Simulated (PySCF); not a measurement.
Zn(OMe)(SH) (CH4OSZn), SMILES C[O][Zn][SH].

Coordinates come from a r2SCAN-D4/def2-SVP optimisation. One conformer was computed; it need not be the lowest.

Computed with M06-2X/def2-TZVP run with PySCF.

The molecule is in vacuum.

```json
{
  "total_energy": "-2293.32603 hartree",
  "highest_occupied_level": "-8.67 eV",
  "lowest_empty_level": "-0.41 eV",
  "orbital_gap": "8.26 eV",
  "dipole_moment": "1.29 D",
  "quadrupole, principal values (traceless, Buckingham form, about the centre of nuclear charge)": "-9.44, 1.90, 7.55 D·Å",
  "mean_static_polarisability": "57.1 bohr³ (8.46 Å³)",
  "polarisability_principal_values": "45.8, 46.2, 79.3 bohr³"
}
```
